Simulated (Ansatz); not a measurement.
SSn (`[S][Sn]`) at its PBE0-D4/def2-TZVP geometry, where that method's forces vanish. The species carries charge 0 and has multiplicity 1. Sn: def2 effective core potential.

| atom | x (Å) | y (Å) | z (Å) |
| --- | --- | --- | --- |
| S1 | -0.303 | -1.058 | -0.042 |
| Sn2 | 0.303 | 1.058 | 0.042 |

Q: For each bond, give half the difference of the two atoms' forces along it (eV/Å; positive pushes the atoms apart) under PBE-D4, r2SCAN-D4, B3LYP-D4, ωB97M-V in def2-TZVPP. (Estimate.)

A: Ansatz gave: 
| bond | length (Å) | PBE-D4 | r2SCAN-D4 | B3LYP-D4 | ωB97M-V |
| --- | --- | --- | --- | --- | --- |
| S1–Sn2 | 2.203 | 0.62 | 0.19 | 0.44 | -0.35 |

B3LYP here is the variant with VWN-RPA as its local correlation; programs differ in this.
